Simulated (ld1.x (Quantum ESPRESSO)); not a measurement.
Varying the TM potential for Sr

Base potential:

strontium, norm-conserving Troullier–Martins (Kleinman–Bylander form), made with ld1.x (Quantum ESPRESSO) 7.5 (PBE, scalar-relativistic). Core [Ar] 3d10 4s2, reference 4p6 4d0 5s2 5p0. Waves: 4p (bound): rc 1.35 bohr; 4d (bound, empty): rc 3.80 bohr; 5s (bound): rc 3.75 bohr. Local part: the s channel. Core correction: none.

Cutoffs, loose and tight: the cutoffs (Ry, on a coarse ladder) from which the occupation-weighted sum of valence levels, in a spherical-Bessel basis at the reference potential, stays within 10 and 1 mRy of its value at 400 Ry. They do not see the model core or the augmentation charge, which bear on the density cutoff. Test errors are all-electron minus pseudo excitation energies from the reference, over the configurations 4p6 4d0 5s1 5p0; 4p6 4d0 5s0 5p0; 4p6 4d0 5s1.5 5p0; 4p6 4d0 5s0 5p1; 4p6 4d0 5s1 5p1; 4p6 4d0 5s0 5p2; 4p5 4d0 5s2 5p0. A dash means not determined; rows that change the core or the reference have their own tests.

| change | outcome | cutoff, loose | cutoff, tight | bound ghosts | largest test error (meV) |
| --- | --- | --- | --- | --- | --- |
| base | generated | 45 Ry | 90 Ry | none | -728 |
| all radii scaled by about 0.74 (s 2.78, p 1.00, d 2.82 bohr) | generated | 140 Ry | over 300 Ry | none | -647 |
| all radii scaled by about 0.88 (s 3.30, p 1.18, d 3.34 bohr) | generated | 80 Ry | 160 Ry | none | -728 |
| all radii scaled by about 1.08 (s 4.06, p 1.46, d 4.10 bohr) | generated | 45 Ry | 80 Ry | none | -736 |
| all radii scaled by about 1.16 (s 4.34, p 1.56, d 4.38 bohr) | generated | 40 Ry | 80 Ry | none | -746 |
| all radii scaled by about 1.35 (s 5.06, p 1.82, d 5.12 bohr) | generated | 35 Ry | 60 Ry | none | -816 |

Question: What comes out with this change to the base: all radii scaled by about 1.29 (s 4.86, p 1.74, d 4.92 bohr)?

Answer: outcome: generated; cutoff, loose: 35 Ry; cutoff, tight: 70 Ry; bound ghosts: none; largest test error (meV): -800.

Reading the sweep of the scale of all radii (base = 1) (base included, trends over the rows without a ghost): The loose cutoff falls from 140 Ry at 0.74 to 35 Ry at 1.35. A larger radius leaves more room for a smooth pseudo-wave, so fewer plane waves are needed; a smaller one forces it to follow the all-electron wave where it bends sharply. The median size of the test errors (rows with all tests solved) is not monotonic: lowest 39.5 meV at 0.74, highest 184.8 meV at 0.88.
